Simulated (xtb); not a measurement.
xtb input:

```bash
xtb mol.xyz --gfn 1 --sp --chrg -1 --uhf 0
```
mol.xyz:
```
13

Si     0.23468825    -0.08470397     0.27666718
C      1.71542561    -0.30152242    -0.66404335
C     -1.33051646    -1.20708559     0.04234217
C     -0.53748339     1.65610023     0.05086108
H      0.47506897    -0.25505759     1.76220974
H      2.41859180    -1.09030171    -0.39896841
H      1.72476534    -0.05963558    -1.72770543
H     -1.06395611    -2.25724163     0.19761284
H     -1.71414926    -1.11757809    -0.98084355
H     -2.14558131    -0.95546912     0.73545934
H     -0.72298986     1.83803589    -1.01374865
H     -1.49136236     1.76768116     0.57798990
H      0.14942274     2.43046883     0.39969412
```

Problem. Which total energy does the run end on?

Solution. -13.22741 Eh (GFN1-xTB).

It need not be the lowest isomer of its formula. Whether it binds its extra electron was not tested at this geometry.
